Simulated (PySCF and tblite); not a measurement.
The numbers below are computed, except where a source is named.
C9H10O, numbered as in [CH2:1]=[CH:2][CH2:3][O:4][c:5]1[cH:6][cH:7][cH:8][cH:9][cH:10]1.

Free energies: CAM-B3LYP-D3(BJ)/6-31G* on GFN2-xTB structures plus GFN2-xTB thermal terms, symmetry and mirror images included. Conformers within 3 kcal/mol (GFN2-xTB free energy) were kept, 10 at most. Of two unlike H on one atom, a is the less shielded (CAM-B3LYP/6-31G*). Programs: PySCF with density fitting and tblite.

An NOE distance is ⟨r⁻⁶⟩^(−1/6) over all pairs of like atoms and, for the average, over conformers.

Torsions listed: C1–C2–C3–O4, C2–C3–O4–C5, C3–O4–C5–C6. Of a mirror pair one member is shown.

| conformer | shape | weight % |
| --- | --- | --- |
| 1 | 0°, 180°, 0° | 31.0 |
| 2 | 137°, 180°, 0° | 27.0 |
| 3 | -6°, -73°, 2° | 23.0 |
| 4 | 149°, -69°, -179° | 15.1 |

Not shown: 1 more, 4.0 % in all.

**Question.** Which H–H contacts under 3.5 Å would NOEs report (pairs on one atom left out) at 298.15 K?

**Answer.** 
```csv
pair,in 1 (Å),in 2 (Å),in 3 (Å),in 4 (Å),average (Å)
H1b ··· H2,2.45,2.45,2.45,2.45,2.45
H7/H9 ··· H8,2.47,2.47,2.47,2.47,2.47
H2 ··· H3,2.50,2.78,2.50,2.82,2.61
H3 ··· H6/H10,2.62,2.62,2.80,2.87,2.69
H6/H10 ··· H7/H9,2.75,2.75,2.75,2.75,2.75
H1a ··· H3,3.51,2.69,3.51,2.73,2.97
H1a ··· H2,3.06,3.06,3.06,3.06,3.06
```

Longer pairs under the limit may be missing.

The minima are those of GFN2-xTB; planar forms about aryl–S or allylic bonds may be saddles in DFT.
